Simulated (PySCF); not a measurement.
Atom-mapped SMILES (the numbers label the heavy atoms): `[SiH3:1]/[CH:2]=[C:3](/[SiH3:4])[Cl:5]`. Each H is labelled by its parent atom.

Geometry: PBE0-D3(BJ)/def2-SVP; GIAO absolute shieldings from PySCF 2.14.0 with density-fitted response routines, gas phase, non-relativistic, averaged over equivalent atoms.

At PBE0/cc-pVDZ (117 basis functions, 11 s wall time on 1 thread of an Arm Neoverse V1, shared host):
```tsv
atoms	σ (ppm)
Si4	474.6
Si1	495.4
C3	37.7
C2	58.4
Cl5	686.0
H(C2)	24.56
H(Si4)	27.03
H(Si1)	27.17
```

What do these become at PBE0/IGLO-III?

## Answers


```json
{"atoms": "Si4", "σ at PBE0/IGLO-III": "410.3", "change": "-64.3"}
{"atoms": "Si1", "σ at PBE0/IGLO-III": "432.7", "change": "-62.7"}
{"atoms": "C3", "σ at PBE0/IGLO-III": "12.8", "change": "-24.9"}
{"atoms": "C2", "σ at PBE0/IGLO-III": "35.7", "change": "-22.7"}
{"atoms": "Cl5", "σ at PBE0/IGLO-III": "633.0", "change": "-53.0"}
{"atoms": "H(C2)", "σ at PBE0/IGLO-III": "24.51", "change": "-0.05"}
{"atoms": "H(Si4)", "σ at PBE0/IGLO-III": "26.91", "change": "-0.12"}
{"atoms": "H(Si1)", "σ at PBE0/IGLO-III": "27.04", "change": "-0.13"}
```

The largest change is at Si4 (silicon bonded to C, 3 H). Cost: 272 basis functions, 32 s wall time on 1 thread of an Arm Neoverse V1, shared host.

Carbons that carry Cl, above all several Cl atoms, come out too deshielded, partly because spin–orbit coupling is missing.
